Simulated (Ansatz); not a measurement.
Input file for Ansatz (a first-principles code): R-SVWN5/def2-TZVPP on CH4GeS (SMILES [CH3][Ge][SH]), a point of a torsion scan.

Ansatz 0.2 input:
```yaml
crystal:
  periodic: [false, false, false]
  atoms:
    - {symbol: C, position_ang: [-1.09909237, -0.02142017, -0.03544870]}
    - {symbol: Ge, position_ang: [0.32530295, 1.43435723, 0.10185729]}
    - {symbol: S, position_ang: [-0.73821886, 3.06909721, -1.01798108]}
    - {symbol: H, position_ang: [-0.67267488, -0.87939699, -0.55855452]}
    - {symbol: H, position_ang: [-2.02433036, 0.25595074, -0.53887588]}
    - {symbol: H, position_ang: [-1.35002042, -0.36230018, 0.97059376]}
    - {symbol: H, position_ang: [-1.86087066, 2.43623006, -1.32166007]}
basis:
  gaussian:
    orbitals: def2-TZVPP
hamiltonian:
  xc: {name: SVWN5}
scf: {lower_state_search: off}
```

The log:

```
WARN ansatz: RAYON_NUM_THREADS=1 ignored (pool sized by the plan → 1); use --threads N
Functional definition: SVWN5
these checks for a lower state are left out or cut short: stability, starts, cluster_reference, orbital_swaps, neighbouring_geometries, increment
integrals: 0.09 GiB planned
1058 factors; their error is unknown
mean field: 0.63 GiB planned
mean field evaluation 1: about -68312.0725 eV, gradient 7.4e1 eV
mean field evaluation 2: about -68274.1031 eV, gradient 1.2e2 eV
mean field evaluation 4: about -68323.2817 eV, gradient 1.3e1 eV
mean field evaluation 8: about -68323.7178 eV, gradient 7.3e-2 eV
mean field evaluation 16: about -68323.6939 eV, gradient 1.1e-4 eV
mean field -68323.69385629 eV, -2510.8494377556 hartree, gradient 3.3e-6 eV, S^2 0.000000; 0 other end points of the search recorded, 0 dependent functions left out
reference -68323.69388782 eV, -2510.8494389141 hartree; 29, 29 occupied and 148, 148 virtual orbitals, 1058 factors
Total energy: -68323.69388782 eV, -2510.8494389141 hartree
Checks for a lower state left out: stability, starts, cluster_reference, orbital_swaps, neighbouring_geometries, increment
```

The calculation finished and met its thresholds.

Cost: about 1.5 core-seconds (a rough figure).
